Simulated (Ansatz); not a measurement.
The same path of AlF₂H₄NS (9 atoms, charge 0, multiplicity 1) was run twice with different band settings. Lost on the way: S7–H9. Made: N2–H9.

These are results of RHF/6-31G* in Ansatz, not measurements.

Relaxed end points:

```xyz
9
Properties=species:S:1:pos:R:3
Al -0.010 0.110 0.387
N 0.071 -0.442 2.073
H -0.708 -0.815 2.574
H 0.923 -0.701 2.527
F 1.375 0.153 -0.496
F -1.432 -0.055 -0.430
S -0.312 2.699 0.594
H -1.618 2.757 0.377
H -0.401 2.812 1.911
```

```xyz
9
Properties=species:S:1:pos:R:3
Al -0.113 0.645 0.194
N 0.020 0.169 2.173
H -0.749 -0.423 2.442
H 0.874 -0.338 2.338
F 1.359 0.065 -0.272
F -1.436 -0.264 -0.195
S -0.379 2.847 0.092
H -1.704 2.837 -0.022
H 0.016 0.980 2.768
```

Common settings: spring 5.0 eV/Å²; optimiser quadratic models (default); start path through a guess of the saddle point; force threshold 0.03 eV/Å; iteration limit 60; end points relaxed.

| run | movable images | climbing image |
| --- | --- | --- |
| 1 | 9 | yes |
| 2 | 2 | no |

Question: What does each run give, and how far can it be trusted?

Answer: Run 1: converged after 18 iterations, highest image 0.654 eV above the first end. A vibrational analysis at the climbing image gives one clearly imaginary mode, 1458i cm⁻¹: a first-order saddle point.
Run 2: converged after 25 iterations, highest image 0.024 eV above the first end. Neighbouring images differ by up to 1.5 eV, so the band resolves the path poorly. No image climbed, so the highest image needn't sit at the top of the path. A band with more images between the same ends climbed to 0.65 eV, so this one has probably stepped over the top. So few images can step over the top or miss a turn of the path.
The orbitals stay closed-shell, which can raise the energy where a bond breaks towards radicals; this wasn't checked here.
